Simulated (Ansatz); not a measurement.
```yaml
crystal:
  periodic: [false, false, false]
  atoms:
    - {symbol: C, position_ang: [-1.735797, 0.974219, -0.208289]}
    - {symbol: Ga, position_ang: [0.157464, 0.420509, -0.259668]}
    - {symbol: C, position_ang: [1.510180, 0.615076, 1.163546]}
    - {symbol: N, position_ang: [0.042689, -1.705655, -0.548700]}
    - {symbol: F, position_ang: [0.867851, 0.546477, -1.917650]}
    - {symbol: H, position_ang: [-2.264768, 0.544838, 0.646943]}
    - {symbol: H, position_ang: [-1.814555, 2.060922, -0.126592]}
    - {symbol: H, position_ang: [-2.255623, 0.676098, -1.121893]}
    - {symbol: H, position_ang: [2.461920, 0.170727, 0.862584]}
    - {symbol: H, position_ang: [1.694368, 1.670639, 1.377093]}
    - {symbol: H, position_ang: [1.189161, 0.145845, 2.097635]}
    - {symbol: H, position_ang: [-0.430892, -2.259993, 0.154748]}
    - {symbol: H, position_ang: [0.990224, -2.051724, -0.651955]}
    - {symbol: H, position_ang: [-0.425022, -1.837176, -1.439100]}
basis:
  gaussian: {orbitals: x2c-TZVPPall}
total_charge: -1
magnetization: {spin_polarized: true, initial_magnetization: 5}
hamiltonian: {xc: {name: PBEsol}}
output: {forces: true}
```

```sh
$ ansatz run in.yaml --threads 4 --pin off --events-out ev --progress --plain --max-ram 11315MiB
```

It prints (some lines left out):

```
Functional definition: PBEsol
1564 factors; their error is unknown
mean field evaluation 1: about -59186.5161 eV, gradient 9.6e1 eV
mean field evaluation 2: about -58879.8648 eV, gradient 2.6e2 eV
mean field evaluation 4: about -59214.9880 eV, gradient 5.4e1 eV
mean field evaluation 8: about -59236.4924 eV, gradient 2.0e1 eV
mean field evaluation 16: about -59238.3111 eV, gradient 1.9e-1 eV
mean field evaluation 32: about -59238.2844 eV, gradient 3.9e-5 eV
mean field -59238.28442285 eV, -2176.9667993885 hartree, gradient 5.5e-6 eV, S^2 8.754533; 8 other end points of the search recorded, 0 dependent functions left out
reference -59238.28448170 eV, -2176.9668015509 hartree; 37, 32 occupied and 261, 266 virtual orbitals, 1564 factors
Total energy: -59238.28448170 eV, -2176.9668015509 hartree
Relativity: scalar
Atom 0 at    -1.735797     0.974219    -0.208289 Å, force    -3.860312     0.632191     0.483496 eV/Å
Atom 1 at     0.157464     0.420509    -0.259668 Å, force     0.397443     0.769798    -0.004375 eV/Å
Atom 2 at     1.510180     0.615076     1.163546 Å, force     2.830575    -0.155345     3.197656 eV/Å
Atom 3 at     0.042689    -1.705655    -0.548700 Å, force    -0.249501     0.751705     0.116344 eV/Å
Atom 4 at     0.867851     0.546477    -1.917650 Å, force     0.359268    -0.375313    -1.515954 eV/Å
Atom 5 at    -2.264768     0.544838     0.646943 Å, force     0.430299    -0.554854     0.423772 eV/Å
Atom 6 at    -1.814555     2.060922    -0.126592 Å, force     0.914622     0.631723     0.049760 eV/Å
Atom 7 at    -2.255623     0.676098    -1.121893 Å, force    -0.091824    -0.586544    -1.171922 eV/Å
Atom 8 at     2.461920     0.170727     0.862584 Å, force     0.210651    -0.364313    -0.731106 eV/Å
Atom 9 at     1.694368     1.670639     1.377093 Å, force    -0.604943     0.518171    -0.699383 eV/Å
Atom 10 at     1.189161     0.145845     2.097635 Å, force    -0.672638    -0.487360     0.165723 eV/Å
Atom 11 at    -0.430892    -2.259993     0.154748 Å, force    -0.904427    -0.299714     1.394660 eV/Å
Atom 12 at     0.990224    -2.051724    -0.651955 Å, force     2.087752    -0.419275    -0.173693 eV/Å
Atom 13 at    -0.425022    -1.837176    -1.439100 Å, force    -0.846965    -0.060869    -1.534978 eV/Å
Dipole moment:     0.017828     0.036081     0.145187 e Å
```

**Question.** Something in this input is off. What?

**Answer.** The spin is set far too high for this molecule. The calculation finished and met its thresholds. The result belongs to that input, not to the molecule as meant.
